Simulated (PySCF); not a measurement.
NO3, SMILES [O]N([O])[O] (connectivity only; charge and spin as stated), neutral, multiplicity 2.

Coordinates come from a B3LYP-D3(BJ)/def2-TZVP optimisation.

Computed with PBE/def2-TZVPD run with PySCF.

Gas-phase values at a fixed geometry.

The total energy is -280.10742 hartree and the point group is D3h. The α spin, highest occupied and lowest empty level is -8.56 and -3.65 eV. The β spin, highest occupied and lowest empty level is -9.23 and -7.31 eV. The dipole moment is 0.000 e·Å. The quadrupole, principal values (traceless, Buckingham form, about the centre of nuclear charge) is -1.24, -1.24, 2.47 D·Å and the mean static polarisability is 26.8 bohr³ (3.98 Å³). The polarisability, principal values comes out as 15.5, 32.5, 32.5 bohr³. The ⟨S²⟩ is 0.753 (pure state 0.75).
